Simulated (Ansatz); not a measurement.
`C=CC=S` and `C=CC([SiH3])=S` differ in one atom or group.

Ansatz, PBE0-D4/def2-TZVP geometries, multiplicity 1. Each molecule was computed in one conformer, which needn't be the lowest.

| property | `C=CC=S` |
| --- | --- |
| HOMO energy (ωB97M-V/def2-TZVPP) / eV | -8.75 |
| size of the dipole moment (PBE/def2-TZVPP) / D | 2.81 |
| HOMO–LUMO gap (PBE/def2-TZVPP) / eV | 1.70 |
| HOMO–LUMO gap (ωB97M-V/def2-TZVPP) / eV | 8.10 |
| LUMO energy (PBE0/def2-TZVPP) / eV | -2.73 |
| HOMO–LUMO gap (B3LYP/def2-TZVPP) / eV | 3.38 |

What does the change do to each property? (Estimate.)

Computed: 
```csv
property,`C=CC([SiH3])=S`,shift
HOMO energy (ωB97M-V/def2-TZVPP) / eV,-8.61,0.14
size of the dipole moment (PBE/def2-TZVPP) / D,2.20,-0.61
HOMO–LUMO gap (PBE/def2-TZVPP) / eV,1.29,-0.41
HOMO–LUMO gap (ωB97M-V/def2-TZVPP) / eV,7.53,-0.57
LUMO energy (PBE0/def2-TZVPP) / eV,-3.14,-0.41
HOMO–LUMO gap (B3LYP/def2-TZVPP) / eV,2.90,-0.48
```

With PBE0 the HOMO rises by 0.10 eV and the LUMO falls by 0.41 eV, so the gap narrows by about 0.51 eV. PBE moves the HOMO by 0.03 eV and ωB97M-V by 0.14 eV. Dipoles are sizes alone; their direction can turn.

B3LYP here is the variant with VWN-RPA as its local correlation; programs differ in this.
